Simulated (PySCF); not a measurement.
H2O3Si, SMILES O[Si](=O)O. Atoms are numbered in the order given.

```xyz
6

Si     0.0000     0.0000    -0.1275
O      0.0000     0.0000    -1.6555
O      0.0000     1.2842     0.8839
O      0.0000    -1.2842     0.8839
H      0.0000     2.1444     0.4433
H      0.0000    -2.1444     0.4433
```
Charge 0, spin multiplicity 1.

Coordinates come from a B3LYP-D3(BJ)/def2-SVP optimisation. One conformer was computed; it need not be the lowest.

Calculation: PySCF with PBE0/pcJ-1.

Isotropic couplings with Fermi-contact, spin-dipole and both spin-orbit terms, one fixed conformer, no vibrational averaging. Isotopes: 1H.

Computed spin–spin coupling constants:
```tsv
pair	bonds apart	J (Hz)
H5–H6	4	2.7
```
